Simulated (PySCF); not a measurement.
## Polarisability and C₆ of Al (aluminium, neutral)

[Ne] 3s2 3p1, 2P determinant. Calculation: PySCF 2.14, in dyall-av3z; scalar relativity by spin-free X2C-1e. Coupled (time-dependent) response in atomic units; α is the mean over directions.

| method | mean α (bohr³) | α xx, yy, zz | C₆ (like pair) | S(−4) |
| --- | --- | --- | --- | --- |
| UHF | 61.18 | 51.73, 80.08, 51.73 | 552.2 | 1952 |
| PBE | 65.22 | 52.92, 89.82, 52.92 | 577.7 | 2733 |
| PBE0 | 62.12 | 51.52, 83.32, 51.52 | 549.9 | 2253 |
| BHandHLYP | 61.20 | 51.03, 81.55, 51.03 | 538.7 | 2173 |
| TPSSh | 60.29 | 50.91, 79.07, 50.91 | 540.8 | 1956 |

S(−4) is the Cauchy moment in α(ω) = α(0) + S(−4) ω² + …

Reference α: 57.8 ± 1 bohr³ (recommended; Schwerdtfeger and Nagle, table of static dipole polarizabilities (2023 update)). Published C₆: 528.0 (Chu and Dalgarno (2004); Tang, Norbeck and Certain (1976)).

α(iu) at UHF:

| u (hartree) | α(iu) (bohr³) |
| --- | --- |
| 0 | 61.18 |
| 0.0500 | 56.79 |
| 0.100 | 47.44 |
| 0.200 | 30.06 |
| 0.300 | 19.26 |
| 0.500 | 9.220 |
| 0.750 | 4.662 |
| 1.00 | 2.796 |
| 1.50 | 1.345 |
| 2.00 | 0.8038 |
| 3.00 | 0.3946 |
| 5.00 | 0.1626 |

The components differ because the open shell of this determinant is not spherical; for a pure term their mean is the scalar polarisability.
